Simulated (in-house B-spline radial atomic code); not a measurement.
# Ionising the germanium ion Ge⁴⁺ with different functionals

Computed with a B-spline radial code for spherical atoms: scalar-relativistic (spin-free X2C) Hamiltonian, Fermi nucleus of rms radius 4.0742 fm, spin-polarised at highest spin, spherical fractional occupations for the functionals, the average over the highest-spin determinants for Hartree-Fock. The ionisation energy is the difference of two self-consistent energies, [Ar] 3d10 → [Ar] 3d9, without Breit or QED terms; ε is the level of the shell that loses the electron (its least bound occupied spin orbital). There is no spin-orbit coupling in this Hamiltonian.

Hybrids are left out here: with spherical fractional occupations of an open shell their exact exchange keeps a self-interaction that integer-occupation calculations don't have.

```
           method          rung  ΔSCF (eV)  -ε(3d) (eV)
     Hartree-Fock  Hartree-Fock      88.36        92.40
         LDA VWN5           LDA      90.99        78.39
         LDA PW92           LDA          ?            ?
LDA exchange-only           LDA      88.94        76.43
              PBE           GGA      90.62        78.03
           PBEsol           GGA      90.59        77.99
             BLYP           GGA      90.57        77.98
             RPBE           GGA      90.52        77.92
             PW91           GGA      90.77        78.17
             BP86           GGA      90.69        78.08
             AM05           GGA      90.63        78.02
             OLYP           GGA      91.05        78.43
             TPSS      meta-GGA      90.51        77.92
             SCAN      meta-GGA      91.08        78.58
           r2SCAN      meta-GGA          ?            ?
          revTPSS      meta-GGA      90.39        77.81
```

Task: What does LDA PW92 give?

Result: ΔSCF 90.98 eV, and -ε(3d) = 78.38 eV.

Task: What does r2SCAN give?

Result: ΔSCF 91.12 eV, and -ε(3d) = 78.61 eV.

Task: How do they compare with the NIST value?

Result: NIST lists 90.50 eV ± 0.019 (measured, ground level to ground level). Errors run from -2.14 to +0.62 eV; TPSS is closest (+0.01 eV), though others lie within the uncertainty of it, and part of that can be cancellation, since the calculations leave out spin-orbit coupling, Breit-QED terms, multiplet and fine-structure energies. Hartree-Fock also lacks correlation.
